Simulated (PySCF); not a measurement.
PySCF input for GeSe, SMILES [Se]=[Ge] (connectivity only; charge and spin as stated), neutral, multiplicity 1, PBE/pcSseg-2. Geometry: B3LYP-D3(BJ)/def2-TZVP.

```python
import numpy as np
from pyscf import gto, scf, dft
from pyscf.prop.nmr import rks as nmr

mol = gto.M(
    atom='''
    Ge    0.00000000    0.00000000   -1.11111328
    Se    0.00000000    0.00000000    1.04575368
    ''',
    basis='pcSseg-2',
    charge=0,
    spin=0,
    max_memory=1600,
    verbose=3,
)
mf = dft.RKS(mol, xc='pbe')
mf.grids.level = 3
mf.conv_tol = 1e-10
mf.max_cycle = 100
mf.kernel()
n = nmr.NMR(mf)
n.verbose = 2
n.max_cycle_cphf = 60
sigma = n.kernel()
print('atom   isotropic/ppm   span/ppm')
for i, s in enumerate(sigma):
    w = np.linalg.eigvalsh((s + s.T) / 2)
    print(f'{mol.atom_symbol(i):2s}{i + 1:3d} {w.mean():14.3f} {w[2] - w[0]:11.3f}')
```

Output:

```
converged SCF energy = -4478.02698755775
atom   isotropic/ppm   span/ppm
Ge  1        127.997    3954.322
Se  2         34.796    4460.615
```

Self-consistency was reached.

Cost: roughly 20 core-seconds.
